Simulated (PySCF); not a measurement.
Lowest singlet excitation (eV) of eight silicon and germanium compounds: TDA-PBE beside TDA-M06-2X, computed with PySCF for isolated molecules in the bases named; differences from unrounded values. The eight are the first of their class met in an unordered collection, after screening for sound electronic states; none was chosen by its value. Each molecule has one DFT geometry for both levels.

| molecule | basis | TDA-M06-2X | TDA-PBE | difference |
|---|---|---|---|---|
| CH6FNOSi2, SMILES F[Si@@H]1CN[SiH2]O1 | def2-SVPD | 6.07 | 5.02 | -1.06 |
| CH7FN2Si, SMILES N(C)[Si@@H](F)N | def2-SVPD | 6.71 | 5.71 | -1.00 |
| ClH6NOSi2, SMILES [SiH2](N)O[SiH2]Cl | def2-SVPD | 7.02 | [?] | [?] |
| C2H9FSi3, SMILES C[Si]1(F)[SiH2]C[SiH2]1 | def2-SVPD | 4.87 | 4.59 | -0.28 |
| CH6ClFSi2, SMILES F[Si@@]([SiH3])(C)Cl | def2-SVPD | 6.88 | [?] | [?] |
| CH9FOSi3, SMILES O([SiH2][SiH2]C)[SiH2]F | def2-SVPD | 6.23 | [?] | [?] |
| C₂H₅NO₂Si, SMILES O[Si@@H]1C=NCO1 | def2-SVPD | 4.37 | 4.26 | -0.11 |
| Si(H)2(Me)(OMe) (C2H8OSi), SMILES CO[SiH2]C | def2-SVPD | 7.45 | 6.34 | -1.12 |

### Question
What belongs in the gaps? (The exact figures need the calculation; the answer reports its results.)

### Answer

- CH9FOSi3, SMILES O([SiH2][SiH2]C)[SiH2]F, TDA-PBE: 5.65
- CH9FOSi3, SMILES O([SiH2][SiH2]C)[SiH2]F, difference: -0.59
- CH6ClFSi2, SMILES F[Si@@]([SiH3])(C)Cl, TDA-PBE: 6.27
- CH6ClFSi2, SMILES F[Si@@]([SiH3])(C)Cl, difference: -0.61
- ClH6NOSi2, SMILES [SiH2](N)O[SiH2]Cl, TDA-PBE: 5.82
- ClH6NOSi2, SMILES [SiH2](N)O[SiH2]Cl, difference: -1.20

TDA-PBE lies below TDA-M06-2X in 8 and above it in 0 of the eight; the mean signed difference is -0.75 and the largest -1.20 eV.
